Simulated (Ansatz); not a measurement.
CH5AlN, SMILES `[CH3][Al-][NH2]` (excited triplet) (charge -1, multiplicity 3). This triplet is an excited state, 1.28 eV above the relaxed singlet at the level frozen-core CCSD(T)/aug-cc-pVTZ // PBE0-D3(BJ)/def2-TZVPD (Ansatz, a program for electronic structure).

Method: frozen-core CCSD(T)/aug-cc-pVTZ // PBE0-D3(BJ)/def2-TZVPD (Ansatz).

Ansatz 0.2 input:
```yaml
crystal:
  periodic: [false, false, false]
  atoms:
    - { symbol: C, position_ang: [-1.479763, 0.065126, -0.078568] }
    - { symbol: Al, position_ang: [0.306222, -0.770458, -0.522504] }
    - { symbol: N, position_ang: [1.822928, 0.049352, 0.189061] }
    - { symbol: H, position_ang: [-2.293286, -0.49754, -0.549271] }
    - { symbol: H, position_ang: [-1.656158, 0.069794, 1.003548] }
    - { symbol: H, position_ang: [-1.533245, 1.099072, -0.439364] }
    - { symbol: H, position_ang: [2.472604, 0.464661, -0.46485] }
    - { symbol: H, position_ang: [2.360698, -0.480006, 0.861945] }
basis:
  gaussian: { orbitals: aug-cc-pVTZ }
correlation:
  method: ccsd_t
total_charge: -1
magnetization:
  spin_polarized: true
  initial_magnetization: 2
```

Output:

```
Functional definition: HF
1456 factors; integrals over basis functions are off by at most 1.1e-3 eV
mean field evaluation 1: about -9171.9065 eV, gradient 1.8e1 eV
mean field evaluation 2: about -9171.9112 eV, gradient 1.8e1 eV
mean field evaluation 4: about -9174.5516 eV, gradient 3.4e0 eV
mean field evaluation 8: about -9174.7496 eV, gradient 2.0e-1 eV
mean field evaluation 16: about -9174.7620 eV, gradient 4.2e-2 eV
mean field evaluation 32: about -9174.7626 eV, gradient 2.9e-3 eV
mean field evaluation 64: about -9174.7625 eV, gradient 1.9e-2 eV
mean field evaluation 96: about -9174.7345 eV, gradient 2.5e0 eV
mean field evaluation 128: about -9174.6315 eV, gradient 4.1e-1 eV
mean field evaluation 160: about -9175.1235 eV, gradient 1.7e-1 eV
mean field evaluation 192: about -9174.7626 eV, gradient 6.6e-4 eV
mean field evaluation 224: about -9174.5370 eV, gradient 4.6e-2 eV
mean field evaluation 256: about -9174.0606 eV, gradient 8.0e-4 eV
mean field evaluation 288: about -9173.7970 eV, gradient 1.8e-3 eV
mean field evaluation 320: about -9171.9011 eV, gradient 9.7e-1 eV
mean field evaluation 352: about -9172.5295 eV, gradient 9.0e-2 eV
mean field evaluation 384: about -9172.4037 eV, gradient 2.3e-1 eV
mean field evaluation 416: about -9172.3550 eV, gradient 1.4e0 eV
mean field evaluation 448: about -9171.5731 eV, gradient 5.2e-1 eV
mean field evaluation 480: about -9175.1118 eV, gradient 8.5e-4 eV
mean field evaluation 512: about -9174.7389 eV, gradient 2.3e-1 eV
mean field evaluation 544: about -9174.0614 eV, gradient 3.2e-1 eV
mean field -9175.11179737 eV, -337.1791394393 hartree, gradient 3.4e-6 eV, S^2 2.003542; 24 other end points of the search recorded, 0 dependent functions left out
determinant -9175.11179737 eV, -337.1791394393 hartree, with singles and doubles -9189.11442382 eV, -337.6937264701 hartree
determinant -9174.76256783 eV, -337.1663054903 hartree, with singles and doubles -9188.53026583 eV, -337.6722590596 hartree
determinant -9174.62505642 eV, -337.1612520392 hartree, with singles and doubles -9188.36239338 eV, -337.6660898609 hartree
determinant -9174.53592856 eV, -337.1579766509 hartree, with singles and doubles -9188.39239973 eV, -337.6671925742 hartree
determinant -9174.06064637 eV, -337.1405103524 hartree, with singles and doubles -9188.02316384 eV, -337.6536234055 hartree
determinant -9173.79701198 eV, -337.1308219672 hartree, with singles and doubles -9187.57868774 eV, -337.6372892100 hartree
determinant -9173.78515463 eV, -337.1303862177 hartree, with singles and doubles -9187.55856260 eV, -337.6365496246 hartree
determinant -9172.52903863 eV, -337.0842248063 hartree, with singles and doubles -9186.51652660 eV, -337.5982555078 hartree
determinant -9172.39147443 eV, -337.0791694149 hartree, with singles and doubles -9186.36668908 eV, -337.5927490808 hartree
determinant -9172.20259894 eV, -337.0722283690 hartree, with singles and doubles -9186.29886123 eV, -337.5902564533 hartree
determinant -9172.18423815 eV, -337.0715536223 hartree, with singles and doubles -9186.14544286 eV, -337.5846184322 hartree
determinant -9171.98851503 eV, -337.0643609304 hartree, with singles and doubles -9184.81034646 eV, -337.5355545444 hartree
7 core orbitals not correlated
reference -9175.11179737 eV, -337.1791394393 hartree; 10, 8 occupied and 240, 242 virtual orbitals, 1456 factors
second order -13.06088801 eV of doubles, -0.00000000 eV of singles
cycle   1  -13.77646141 eV  change    -1.1e0 eV  update   3.2e-2
cycle   2  -13.81812038 eV  change   -4.2e-2 eV  update   1.0e-2
cycle   3  -13.81998173 eV  change   -1.9e-3 eV  update   6.3e-3
cycle   4  -13.81986859 eV  change    1.1e-4 eV  update   3.2e-3
cycle   5  -13.82148934 eV  change   -1.6e-3 eV  update   1.6e-3
cycle   6  -13.82166609 eV  change   -1.8e-4 eV  update   7.9e-4
cycle   7  -13.82162811 eV  change    3.8e-5 eV  update   3.8e-4
cycle   8  -13.82168014 eV  change   -5.2e-5 eV  update   1.9e-4
cycle   9  -13.82166118 eV  change    1.9e-5 eV  update   1.0e-4
cycle  10  -13.82160306 eV  change    5.8e-5 eV  update   5.2e-5
cycle  11  -13.82159855 eV  change    4.5e-6 eV  update   2.4e-5
cycle  12  -13.82160754 eV  change   -9.0e-6 eV  update   1.2e-5
perturbative correction -0.58341167 eV, -0.0214399833 hartree
Total energy: -9189.51681658 eV, -337.7085141312 hartree
```
